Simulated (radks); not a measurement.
Sn VI, 45 electrons, occupied as [Kr] 4d9 (the NIST ground configuration). Calculated with a radial shooting solver on a logarithmic mesh with Libxc functionals: Dirac Kohn-Sham, PBE, spin-unpolarised, spherical densities, point nucleus; open shells are shared between the two j in proportion to 2j + 1.

Unscreened Slater integrals over Kohn-Sham orbitals (cm^-1). Large and small components are both included.

F0(4d5/2,4d5/2): 190290
F2(4d5/2,4d5/2): 96576
F4(4d5/2,4d5/2): 63985
F0(4d5/2,4d3/2): 191280
F2(4d5/2,4d3/2): 97047
G2(4d5/2,4d3/2): 96973
G4(4d5/2,4d3/2): 64253
F0(4d5/2,4p3/2): 204770
F2(4d5/2,4p3/2): 103970
G1(4d5/2,4p3/2): 132160
G3(4d5/2,4p3/2): 81728
F0(4d5/2,4p1/2): 207420
G3(4d5/2,4p1/2): 81460
F0(4d3/2,4d3/2): 192290
F2(4d3/2,4d3/2): 97545
F0(4d3/2,4p3/2): 206010
F2(4d3/2,4p3/2): 104800
G1(4d3/2,4p3/2): 133340
G3(4d3/2,4p3/2): 82504
F0(4d3/2,4p1/2): 208730
G1(4d3/2,4p1/2): 133500
F0(4p3/2,4p3/2): 223190
F2(4p3/2,4p3/2): 117310
F0(4p3/2,4p1/2): 226690
G2(4p3/2,4p1/2): 118660
F0(4p1/2,4p1/2): 230420
